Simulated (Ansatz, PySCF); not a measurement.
Molecule: BaO (charge 0, singlet). SMILES: [O]=[Ba]
Structure (B3LYP-D3(BJ)/def2-TZVP (Ansatz, a quantum-chemistry and plane-wave program) minimum search):
```
Ba
O 1 1.9467
```

Property: vertical triplet-singlet gap, E(triplet) - E(singlet), in eV. Terms: each state is the SCF solution reached for its charge and spin; def2 sets with scalar-relativistic core potentials past Kr; frozen cores in correlated levels (noble-gas shells and the d and f shells of earlier blocks; the outer core of K, Ca and congeners matters and is frozen too); LANL2DZ with its own core potentials from Na on; open shells spin-unrestricted; six Cartesian d functions in 6-31G* and its kin unless marked 5d; no spin-orbit coupling. First-principles rows: single points at B3LYP-D3(BJ) geometries (Ansatz). Levels can end on unlike triplets.

| level | program | vertical triplet-singlet gap, E(triplet) - E(singlet) (eV) |
|---|---|---|
| HF/6-31G* with LANL2DZ past Ar | Ansatz | -3.13 |
| PBE/6-31G* with LANL2DZ past Ar | Ansatz | 0.00 |
| B3LYP/6-31G* with LANL2DZ past Ar | Ansatz | -0.51 |
| M06-2X/6-31G* with LANL2DZ past Ar (5d) | PySCF | -0.94 |
| MP2/6-31G* with LANL2DZ past Ar | Ansatz | -0.14 |
| PBE/def2-TZVPD | Ansatz | 2.34 |

No value to compare with is used here. The 5 habitual levels span -3.13 (HF/6-31G* with LANL2DZ past Ar) to 0.00 eV (PBE/6-31G* with LANL2DZ past Ar); PBE/def2-TZVPD gives 2.34.

The levels are drawn from those run, B3LYP/6-31G* more often than the rest, none by its result; left out are runs that failed, that the program found above a lower state of the same kind, or whose <S^2> lies over 0.5 above the pure value. A level that turns the sign of the gap may have ended on another state.
